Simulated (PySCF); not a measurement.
A GIAO shielding run with PySCF 2.14 (density fitting, non-relativistic, gas phase) on SMILES O=C[SiH2]O/C=C1\CCS1, C5H8O2SSi:

```
$ OMP_NUM_THREADS=1 python probes_run.py task.json out

{"job": {"kind": "nmr", "xc": "PBE0", "basis": "pcSseg-1"}, "charge": 0, "multiplicity": 1}
O     -4.613569     0.837729     0.020238
C     -3.414251     0.733874     0.016943
Si    -2.514035    -0.924655    -0.274532
O     -0.976839    -0.427492    -0.120959
C      0.196501    -1.104276    -0.218112
C      1.356416    -0.488262    -0.034689
C      1.736819     0.924066     0.290762
C      3.243775     0.647279     0.293297
S      2.995139    -1.130999    -0.105534
H     -2.791770     1.640016     0.190169
H     -2.884085    -1.910582     0.740762
H     -2.796212    -1.449110    -1.610878
H      0.140213    -2.157974    -0.450069
H      1.349148     1.259089     1.253864
H      1.420976     1.637896    -0.471295
H      3.809126     1.152672    -0.485387
H      3.735648     0.772759     1.254434
```

Hardware: 1 thread of an Intel Xeon, shared host. The job also computes population analyses, field gradients, ring-centre shieldings.

Question: How large is the calculation?

Answer: 84 electrons, 207 basis functions and 1119 auxiliary functions.

Question: How long does it take, and how much memory does it need?

Answer: 63 s of wall time, with 15 SCF cycles and 6 response iterations; peak memory 1 GiB. Times on a shared host scatter by some tens of per cent.
